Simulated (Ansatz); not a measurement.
The same ligand exchange along the group B, Al, Ga.

Program: Ansatz. Geometries: PBE0-D4/def2-TZVP. ΔE: electronic, gas phase. CCSD(T)/CBS adds triple-zeta CCSD(T) − MP2 to the extrapolated MP2 energy (def2 sets, frozen cores). This one scheme is used for every species. For Ga outer-core shells are correlated without core-valence functions, which leaves a few kJ/mol of doubt a bond. Scalar relativity is left out up to krypton. Each species was taken in one conformer, which may not be the lowest.

(1) Order these by ΔE at CCSD(T)/CBS, lowest first. (Estimate.)
A. `[CH3][AlH][SH]` + CH₃NH₂ → `C[NH][AlH][SH]` + CH₄
B. `[CH3][GaH][SH]` + CH₃NH₂ → `C[NH][GaH][SH]` + CH₄
C. `CBS` + CH₃NH₂ → `CNBS` + CH₄

Largest T1 diagnostic: 0.013, for `C[NH][GaH][SH]`.

## Answers

(1) C (-29.2 kcal/mol), A (-22.7 kcal/mol), B (-13.6 kcal/mol).
